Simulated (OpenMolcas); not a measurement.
Ir⁷⁺: effect of the level shift or regulariser

```
Program             : OpenMolcas
Basis               : ANO-RCC-VQZP [9s8p6d4f2g1h]
Scalar Hamiltonian  : DKH2, point nucleus
Active space        : 2 electrons in 10 orbitals (5d 6d)
State averaging     : 2S+1 = 3 even, 10 roots; 2S+1 = 1 even, 15 roots
Spin-orbit coupling : RASSI with atomic mean-field integrals over the reference wave functions, term energies averaged over their components
```

Methods on the same reference wave functions:
A. CASSCF
B. SS-CASPT2, IPEA 0.25 Eh, imaginary shift 0.1 Eh (closed shells correlated: 5s 5p)
C. SS-CASPT2, IPEA 0.25 Eh, sigma2 regulariser 0.3 Eh (closed shells correlated: 5s 5p)

Energies in cm-1 above 5d2 3F2, the measured ground level; measured values from van het Hof, Joshi, Wyart and Sugar, J. Res. Natl. Inst. Stand. Technol. 100, 687 (1995).

```json
{"Level": "5d2 3F2", "A": "0.0", "B": "0.0", "C": "0.0", "Measured": "0.0"}
{"Level": "5d2 3F3", "A": "12072", "B": "12420", "C": "12420", "Measured": "12672"}
{"Level": "5d2 3P0", "A": "19837", "B": "18100", "C": "18100", "Measured": "17254"}
{"Level": "5d2 3F4", "A": "21441", "B": "21410", "C": "21410", "Measured": "21615"}
{"Level": "5d2 3P1", "A": "27150", "B": "25780", "C": "25780", "Measured": "25221"}
{"Level": "5d2 1G4", "A": "37975", "B": "36450", "C": "36450", "Measured": "36253"}
{"Level": "5d2 3P2 [55 %]", "A": "40500", "B": "38720", "C": "38720", "Measured": "38878"}
{"Level": "5d2 1S0", "A": "70684", "B": "65690", "C": "65690", "Measured": "65022"}
```

Deviations, from unrounded energies. A percentage is the sum of absolute deviations over the sum of measured energies, with the sign that they share, or ± where signs differ.

```csv
Against measurement,Levels,A,B,C
mean absolute deviation (cm-1),7,2000,410,410
fine structure of the ground term (%),2,-2.3,-1.3,-1.3
other terms of the ground configuration (%),5,+7.4,±1.3,±1.3
```

B, C lie about equally close to measurement and A furthest from it. The largest miss of B in the table is 5d2 3P0, by +840 cm-1. The ranking rests on the paired levels alone, and a cruder setting can come out closer through cancelling errors.

Between B and C no level of the table moves by more than 5 cm-1.

The two smallest mean deviations differ by little beside CASPT2's spread within terms, so their order carries little weight.

From A to B the spin-free energies of the other terms of 5d2 shown, above 3F, scale by a factor of 0.89, as is usual when dynamic correlation screens the repulsion within a d or f shell.

The lowest spin-free term lies below A's lowest term by 0.245 hartree in B, 0.245 hartree in C.

CASPT2 does not keep the components of a term degenerate, so their means are used; among the terms shown or strongly mixed into the levels shown the widest spread is 610 cm-1 (5d2 1G, C). Active for correlation alone: 6d; no level in the range computed is led by a configuration that fills it, so any true level of that kind is missing. Without dynamic correlation excited terms often stand tens of per cent too high (terms of higher spin than the ground term too low), and those without a measured partner can miss by more than the paired ones (holds for A). Computed and measured levels are paired by configuration, term and J; levels that our copy of the source lacks, or whose pairing is in doubt (as where it misses far off the trend of its configuration), stay unpaired and out of the deviations. Levels of configurations outside the active space are missing. Levels that lie high or do not pair safely by name in every column are left out.

A share in square brackets marks a mixed level and gives the weight of the term that names it, the lowest over the columns.
